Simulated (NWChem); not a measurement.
System: CH5F2NSi; SMILES NC[SiH](F)F

```xyz
10

N      0.0822     2.2677     0.0085
C     -0.7563     1.1126    -0.3039
Si    -0.0236    -0.4875     0.3147
F      1.4585    -0.6194    -0.3291
F     -0.8604    -1.7855    -0.1681
H      0.1745     2.4004     1.0138
H      1.0232     2.1451    -0.3610
H     -0.9100     1.0524    -1.3957
H     -1.7658     1.2651     0.1152
H      0.1326    -0.5510     1.7896
```
Atoms are numbered in this order, from 1.

Computed with NWChem. Pople sets run with spherical d functions. Coordinates come from a PBE0/def2-SVP optimisation. GIAO values for the isolated, static molecule; σ is the absolute isotropic shielding, δ = σ(reference) − σ with the isolated reference molecule computed at the same levels (13C: tetramethylsilane, 19F: trichlorofluoromethane, 1H: tetramethylsilane).

Task: Estimate the computed values for Hartree-Fock/6-31G*. Quantities: δ C2 (ppm); δ F4 (ppm); δ F5 (ppm); δ H6 (ppm); δ H7 (ppm); δ H9 (ppm); δ H10 (ppm).

Result: The δ C2 (ppm) is 23.5 and the δ F4 (ppm) comes out as -110.0. The δ F5 (ppm) comes out as -97.4 and the δ H6 (ppm) is -0.27. The δ H7 (ppm) comes out as -0.06 and the δ H9 (ppm) is 1.89. The δ H10 (ppm) is 4.93.
